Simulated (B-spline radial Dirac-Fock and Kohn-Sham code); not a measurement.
# The L3 (2p3/2) hole of titanium ions: width and yield against charge

Level of theory: independent-particle radiative and Coulomb Auger rates from relativistic LDA hole-state orbitals, with Dirac-Fock energies; an atomic code on a B-spline grid. Tabulated ground configurations, configuration averages; single configurations, so decays that open only by mixing (as 1s 2s² with 1s 2p² in Be-like ions) are missing and such tiny yields are far too low.

```tsv
ion	configuration	radiative (eV)	non-radiative (eV)	yield
Ti	[Ar] 3d2 4s2	0.000333	0.261	0.00128
Ti⁺	[Ar] 3d2 4s1	0.000336	0.261	0.00129
Ti²⁺	[Ar] 3d2	0.000341	0.262	0.00130
Ti³⁺	[Ar] 3d1	0.000233	0.263	0.000887
Ti⁴⁺	[Ne] 3s2 3p6	8.46e-05	0.266	0.000318
Ti⁷⁺	[Ne] 3s2 3p3	0.000103	0.0935	0.00110
Ti⁸⁺	[Ne] 3s2 3p2	0.000110	0.0483	0.00228
Ti⁹⁺	[Ne] 3s2 3p1	0.000118	0.0170	0.00689
Ti¹⁰⁺	[Ne] 3s2	0.000126	0.00390	0.0313
Ti¹¹⁺	[Ne] 3s1	6.58e-05	0	1.00
```

Values without a named source are computed, but for edge energies of neutral atoms, which are taken from tables.
